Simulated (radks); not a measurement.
All-electron atom: the krypton ion Kr+ in [Ar] 3d10 4s2 4p5. All-electron calculation, scalar-relativistic Kohn-Sham, PBE, spin-polarised, spherical densities, finite nucleus; open shells are filled with parallel spins first; Fermi nuclear charge, rms radius 4.1884 fm. Program: a radial shooting solver on a logarithmic mesh with Libxc functionals.

Normalised radial functions P(r) = r R(r), r in bohr:

| r | 3d up | 4p up | 4p down |
|---|---|---|---|
| 0.005294 | 0.0001 | 0.0047 | 0.0047 |
| 0.006017 | 0.0002 | 0.0059 | 0.0059 |
| 0.006893 | 0.0003 | 0.0075 | 0.0075 |
| 0.007834 | 0.0004 | 0.0095 | 0.0095 |
| 0.008976 | 0.0006 | 0.0121 | 0.0121 |
| 0.01028 | 0.0008 | 0.0154 | 0.0153 |
| 0.01169 | 0.0012 | 0.0192 | 0.0191 |
| 0.01339 | 0.0017 | 0.0243 | 0.0242 |
| 0.01534 | 0.0026 | 0.0305 | 0.0304 |
| 0.01744 | 0.0036 | 0.0377 | 0.0376 |
| 0.01998 | 0.0053 | 0.0470 | 0.0468 |
| 0.02289 | 0.0077 | 0.0581 | 0.0580 |
| 0.02601 | 0.0108 | 0.0706 | 0.0704 |
| 0.0298 | 0.0155 | 0.0860 | 0.0857 |
| 0.03414 | 0.0221 | 0.1037 | 0.1034 |
| 0.0388 | 0.0308 | 0.1224 | 0.1220 |
| 0.04446 | 0.0433 | 0.1440 | 0.1436 |
| 0.05093 | 0.0606 | 0.1668 | 0.1662 |
| 0.05789 | 0.0823 | 0.1881 | 0.1875 |
| 0.06632 | 0.1128 | 0.2092 | 0.2086 |
| 0.07599 | 0.1530 | 0.2264 | 0.2256 |
| 0.08636 | 0.2014 | 0.2363 | 0.2356 |
| 0.09894 | 0.2661 | 0.2372 | 0.2365 |
| 0.1125 | 0.3409 | 0.2258 | 0.2251 |
| 0.1288 | 0.4362 | 0.1976 | 0.1970 |
| 0.1476 | 0.5475 | 0.1506 | 0.1501 |
| 0.1678 | 0.6652 | 0.0885 | 0.0882 |
| 0.1922 | 0.8002 | 0.0056 | 0.0055 |
| 0.2202 | 0.9388 | -0.0898 | -0.0896 |
| 0.2503 | 1.0647 | -0.1833 | -0.1828 |
| 0.2867 | 1.1835 | -0.2754 | -0.2746 |
| 0.3285 | 1.2753 | -0.3466 | -0.3455 |
| 0.3734 | 1.3271 | -0.3820 | -0.3807 |
| 0.4277 | 1.3374 | -0.3754 | -0.3739 |
| 0.4901 | 1.2979 | -0.3168 | -0.3153 |
| 0.557 | 1.2173 | -0.2145 | -0.2131 |
| 0.6381 | 1.0923 | -0.0628 | -0.0616 |
| 0.7311 | 0.9382 | 0.1194 | 0.1202 |
| 0.8309 | 0.7791 | 0.3017 | 0.3020 |
| 0.952 | 0.6091 | 0.4871 | 0.4864 |
| 1.091 | 0.4514 | 0.6445 | 0.6424 |
| 1.24 | 0.3228 | 0.7523 | 0.7486 |
| 1.42 | 0.2122 | 0.8124 | 0.8076 |
| 1.614 | 0.1336 | 0.8139 | 0.8092 |
| 1.849 | 0.0754 | 0.7613 | 0.7578 |
| 2.119 | 0.0388 | 0.6650 | 0.6640 |
| 2.408 | 0.0188 | 0.5500 | 0.5518 |
| 2.759 | 0.0078 | 0.4200 | 0.4247 |
| 3.161 | 0.0028 | 0.2984 | 0.3049 |
| 3.592 | 0.0009 | 0.2017 | 0.2084 |
| 4.116 | 0.0002 | 0.1223 | 0.1282 |
| 4.715 | 0.0001 | 0.0671 | 0.0715 |
| 5.359 | 0.0000 | 0.0344 | 0.0373 |
| 6.14 | 0.0000 | 0.0149 | 0.0165 |

3d up: eigenvalue -93.341 eV, 0 radial nodes, <r> = 0.556 bohr, 90 % of the charge inside 0.910 bohr. 4p up: eigenvalue -19.954 eV, 2 radial nodes at r = 0.194, 0.670 bohr, <r> = 1.82 bohr, 90 % of the charge inside 2.75 bohr. 4p down: eigenvalue -19.080 eV, 2 radial nodes at r = 0.194, 0.669 bohr, <r> = 1.83 bohr, 90 % of the charge inside 2.78 bohr.
